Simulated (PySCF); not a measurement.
# Ionisation energy of Tc(42+) by level of theory

Tc(42+) 1s1 (2S) → Tc(43+) (bare nucleus), as a difference of total energies. All numbers are calculated (PySCF 2.14, the spin-free X2C one-electron Hamiltonian (Gaussian nucleus), in an uncontracted even-tempered set (17 s from 72 bohr⁻², ratio 2.2; 7 p from 110 bohr⁻², ratio 2.4; 4 d from 330 bohr⁻², ratio 2.4; 3 f from 490 bohr⁻², ratio 2.4; 3 g from 740 bohr⁻², ratio 2.4)). The calculations carry no spin-orbit coupling.

```tsv
method	ionisation energy (eV)	difference from reference (eV)
UHF	25807.9	+20.9
LDA	25756.0	-31.0
PBE	25803.0	+16.0
PBE0	25804.2	+17.2
r2SCAN	25809.2	+22.2
PBEsol	25785.8	-1.2
BP86	25809.0	+22.0
```

Reference: 25787.0 eV (theoretical estimate listed by NIST; NIST Atomic Spectra Database, ionization energies).

For one electron Hartree-Fock is exact for this Hamiltonian up to the basis; QED and nuclear recoil make up the gap, and the density functionals add self-interaction.
